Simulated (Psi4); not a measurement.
Pair of molecules, SMILES C#N with SMILES Br, pulled apart as rigid monomers along the line of their centres of mass from the B3LYP-D3(BJ)/def2-TZVP minimum (SMILES order as in the coordinates).
Starting geometry (charge 0, multiplicity 1):
```tsv
atom	x (Å)	y (Å)	z (Å)
C	-0.4398	-0.0843	-0.4579
N	-0.2634	-0.2141	0.6651
H	-0.6044	0.0368	-1.5054
Br	0.2821	-0.6151	4.1304
H	0.0602	-0.4515	2.7217
```

These are SAPT0/aug-cc-pVDZ in Psi4 values and carry that method's errors.

```
N2···H5 (Å)  electrostatics (meV)  exchange (meV)  induction (meV)  dispersion (meV)   total
-----------  --------------------  --------------  ---------------  ----------------  ------
1.89                       -425.2           623.7           -218.9            -165.5  -185.9
2.10                       -283.4           306.2              ___            -110.7  -201.3
2.41                          ___           102.7            -45.4             -62.7  -177.4
2.93                        -94.0            16.0            -12.6             -26.3  -116.9
3.77                        -48.3             0.7             -2.9              -7.9   -58.4
```

### Question
Complete the blanks.

### Answer

- 2.10, induction (meV): -113.4
- 2.41, electrostatics (meV): -172.0
